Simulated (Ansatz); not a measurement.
Program: Ansatz. Geometries: PBE0-D4/def2-TZVP. ΔE: electronic, gas phase. CBS: MP2 limit from def2 TZ/QZ plus the TZ coupled-cluster correction, frozen cores. This one scheme is used for every species. Functionals use def2-TZVPP. For As outer-core shells are correlated without core-valence functions, which leaves a few kJ/mol of doubt a bond. Scalar relativity is left out up to krypton. One conformer a species, not always the lowest.

`OC[AsH2]` + CH₃SH → `CS[AsH2]` + CH₃OH  (ligand exchange at the As–C bond)

```csv
level,ΔE (kJ/mol)
PBE-D4,-55.0
ωB97M-V,-52.6
PBE-QIDH,-54.9
CCSD(T)/def2-TZVPP,-48.8
```

Task: What does CCSD(T)/CBS give? (Estimate.)

Result: Computed: -53.3 kJ/mol. The listed levels differ from it by -1.7, 0.7, -1.6, 4.5 kJ/mol.

Largest T1 diagnostic among the species: 0.011.

In def2-TZVPP, CCSD(T) changes the Hartree–Fock value by +8.3 kJ/mol (the triples alone add −0.2 kJ/mol) and MP2 by +4.2 kJ/mol. Leaving LDA and LC-ωPBE aside and taking each functional with its dispersion term where it has one, the values, not all of them listed here, spread over 6.9 kJ/mol, from BHLYP-D4 to ωB97X-V. LDA lies +5.1 kJ/mol from PBE without D4. At CCSD(T), def2-SVP lies +6.5 kJ/mol from the extrapolated value and def2-TZVPP +4.4 kJ/mol.
